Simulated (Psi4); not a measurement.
Br$_{5}$Ta, triplet, at a GFN2-xTB geometry (such geometries of metal compounds can be far from the true shape) (the multiplicity is a formal guess) (core potentials on Ta). Base run: R2SCAN/def2-SVP (Psi4).

Here is a job for Psi4.
```
memory 2 GB

molecule mol {
0 3
  Ta    0.000000   -0.000000   -0.000000
  Br    1.881530   -0.559691    1.744052
  Br   -1.881530    0.559691   -1.744052
  Br    0.405861    2.422692    0.339622
  Br    1.253293   -1.234048   -1.748109
  Br   -1.659154   -1.188644    1.408487
}

set basis def2-svp
set reference uks

energy('r2scan')
print_variables()
```

Each row names what was changed in the base input (with any setting that the change needs).

| change | E (Eh) | dipole (D) | <S^2> | core-seconds (rough) | outcome |
|---|---|---|---|---|---|
| base | -12926.45091 | 0.35 | 2.007 | 90 | converged |
| functional = wb97x-v | - | - | - | - | cut at the time limit |
| functional = hse06 | -12924.83940 | 0.48 | 2.007 | 200 | converged |
| functional = m06-2x | - | - | - | - | cut at the time limit |
| functional = revpbe | -12925.39389 | 0.31 | 2.005 | 50 | converged |
| functional = m11 | - | - | - | - | cut at the time limit |

Totals shift with the method and basis; they matter in differences.

Open shells are given as the SCF converged; they aren't shown to be the lowest states, and a large step between rows can be another state.
